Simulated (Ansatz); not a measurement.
A CCSD(T) single point on `OB(S)S`.

```yaml
crystal:
  periodic: [false, false, false]
  atoms:
    - {symbol: O, position_ang: [-1.258049, 0.682560, 0.409772]}
    - {symbol: B, position_ang: [-0.068186, 0.046217, 0.279308]}
    - {symbol: S, position_ang: [0.797376, -0.326933, 1.829121]}
    - {symbol: S, position_ang: [0.697586, -0.445168, -1.298028]}
    - {symbol: H, position_ang: [-1.708446, 0.874518, -0.414641]}
    - {symbol: H, position_ang: [1.861596, -0.919329, 1.266451]}
    - {symbol: H, position_ang: [-0.260676, 0.020136, -2.117684]}
basis:
  gaussian: {orbitals: def2-TZVPP}
correlation: {method: ccsd_t}
output: {orbitals: {seedname: orbitals}}
```

```sh
$ ansatz run in.yaml --threads 2 --pin off --events-out ev --progress --plain
```

Output of Ansatz, abridged:

```
Functional definition: HF
1115 factors; integrals over basis functions are off by at most 9.2e-4 eV
mean field evaluation 1: about -24392.8394 eV, gradient 3.6e1 eV
mean field evaluation 2: about -24393.0488 eV, gradient 3.6e1 eV
mean field evaluation 4: about -24395.9686 eV, gradient 3.6e0 eV
mean field evaluation 8: about -24396.0338 eV, gradient 2.8e-1 eV
mean field -24396.03432656 eV, -896.5377252752 hartree, gradient 3.7e-6 eV, S^2 0.000000; 0 other end points of the search recorded, 0 dependent functions left out
12 core orbitals not correlated: weight in the atoms' cores, before any rotation towards them, 1.000 or more for the frozen orbitals, at most 0.000 for the correlated occupied ones
reference -24396.03432656 eV, -896.5377252752 hartree; 12, 12 occupied and 164, 164 virtual orbitals, 1115 factors
second order -18.83172599 eV of doubles, -0.00000000 eV of singles
cycle   1  -19.36215187 eV  change   -5.3e-1 eV  update   9.7e-2
cycle   2  -19.82116558 eV  change   -4.6e-1 eV  update   2.8e-2
cycle   3  -19.91926728 eV  change   -9.8e-2 eV  update   1.5e-2
cycle   4  -19.90971562 eV  change    9.6e-3 eV  update   3.6e-3
cycle   5  -19.90807378 eV  change    1.6e-3 eV  update   1.5e-3
cycle   6  -19.90810205 eV  change   -2.8e-5 eV  update   4.4e-4
cycle   7  -19.90781753 eV  change    2.8e-4 eV  update   1.4e-4
cycle   8  -19.90782345 eV  change   -5.9e-6 eV  update   3.6e-5
cycle   9  -19.90783447 eV  change   -1.1e-5 eV  update   1.2e-5
perturbative correction -0.87785181 eV, -0.0322604592 hartree
Total energy: -24416.82001284 eV, -897.3015851570 hartree
```

Hardware: 2 threads of a server CPU on a shared host. Wall time 16 s, peak host memory 2 GiB.

MP2 recovers 90.6 % of the CCSD(T) correlation energy and the triples give 4.2 %; T1 = 0.0130.
